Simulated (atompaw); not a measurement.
## P (Z = 15): one change to a PAW (atompaw) potential, before and after

P, PAW, made with atompaw 4.2.0.5 (PBE, scalar-relativistic). Core [Ne], reference 3s2 3p3. Waves: 3s (bound): rc 1.80 bohr; 3s channel at 3.8 Ry: rc 1.10 bohr; 3p (bound): rc 1.80 bohr; 3p channel at 2.5 Ry: rc 1.80 bohr; 3d channel at -0.2 Ry: rc 1.65 bohr. Local part: troulliermartins scheme with l = 3 at 0 Ry, radius 1.25 bohr. Core correction: smooth core density matched at 1.20 bohr. Augmentation charge: gaussian compensation charge, radius 1.70 bohr; PAW radius 1.80 bohr; waves and projectors: custom rrkj gramschmidtortho.

All-electron outer shells of the reference configuration (PBE, scalar-relativistic, ld1.x):

| shell | level (eV) | outermost node (bohr) | outermost maximum (bohr) |
| --- | --- | --- | --- |
| 2s | -173.99 | 0.14 | 0.42 |
| 2p | -124.49 | – | 0.36 |
| 3s | -13.97 | 0.65 | 1.58 |
| 3p | -5.51 | 0.64 | 1.83 |

Change: local potential troulliermartins scheme with l = 3 at 0 Ry, radius 0.74 bohr.

Cutoffs: the cutoffs (Ry, on a coarse ladder) from which the occupation-weighted sum of valence levels, in a spherical-Bessel basis at the reference potential, stays within 10 and 1 mRy of its value at 400 Ry; they do not see the model core or the augmentation charge, which bear on the density cutoff.

Question: What does the change do?

Answer: The potential gets neither clearly harder nor softer (12 Ry and 21 Ry → 12 Ry and 21 Ry); a bound ghost appears in s, which as a rule spoils a file; the range in which the d phases agree narrows (upper end at the end of the scan → 0.2). A state that the projectors do not describe sees the local part alone, so a deeper or shallower local part can create or remove a ghost.

```csv
quantity,base,changed
"cutoff, loose",12 Ry,12 Ry
"cutoff, tight",21 Ry,21 Ry
bound ghosts,none,s
s: phases at 1.81 bohr within 0.05 rad from the reference energy up to (Ry; the scan ends near 5),to the end of the scan,to the end of the scan
p: phases at 1.81 bohr within 0.05 rad from the reference energy up to (Ry; the scan ends near 5),to the end of the scan,to the end of the scan
d: phases at 1.81 bohr within 0.05 rad from the reference energy up to (Ry; the scan ends near 5),to the end of the scan,0.2
lowest overlap eigenvalue by channel,"s 0.36, p 0.69, d 1.00","s 0.02, p 0.59, d 1.00"
```

 A true bound ghost makes a file unfit for plane-wave use even where its test errors are small: the radial tests pick states by their node count and pass the ghost by. The cutoffs see the waves, projectors and local potential, not the compensation charge or the core.
